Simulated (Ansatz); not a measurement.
Reactions of BBrF₂H₂OSi, SMILES `BO[Si](F)(F)Br`.

Gas-phase electronic energies from Ansatz, PBE0-D4/def2-TZVP geometries. CCSD(T)/CBS adds triple-zeta CCSD(T) − MP2 to the extrapolated MP2 energy (def2 sets, frozen cores). This one scheme is used for every species, atoms too. No spin–orbit coupling; open shells (•) take unrestricted orbitals. Spin–orbit coupling would lower the free atoms: a little for B, F, O, Si; clearly for Br. Elements past krypton have def2 core potentials. For Br, In outer-core shells are correlated without core-valence functions, so the limit isn't a true one: a few kJ/mol of doubt a bond, and 10 to 20 or more in all where bonds break to atoms. Scalar relativity is left out up to krypton. Each species was taken in one conformer, which may not be the lowest.

```tsv
reaction	CCSD(T)/CBS(def2) (kJ/mol)
`BO[Si](F)(F)Br` + H–F → `F[Si](F)(F)Br` + `BO`	-41
`BO[Si](F)(F)Br` + `[OH][InH2]` → `F[Si](F)(Br)[O][InH2]` + `BO`	?
`BO[Si](F)(F)Br` + HBr → `F[Si](F)(Br)Br` + `BO`	16
`BO[Si](F)(F)Br` + H₂ → `F[SiH](F)Br` + `BO`	83
`BO[Si](F)(F)Br` → B• + Br• + 2 F• + 2 H• + O• + Si•	3332
`BO[Si](F)(F)Br` + HCl → `F[Si](F)(Cl)Br` + `BO`	?
```

(1) Fill in the missing values. (Estimate.)

Largest T1 diagnostic: 0.017, for `[OH][InH2]`.

Answers

(1) Computed: `BO[Si](F)(F)Br` + `[OH][InH2]` → `F[Si](F)(Br)[O][InH2]` + `BO`: -56.1 kJ/mol; `BO[Si](F)(F)Br` + HCl → `F[Si](F)(Cl)Br` + `BO`: +10.3 kJ/mol.
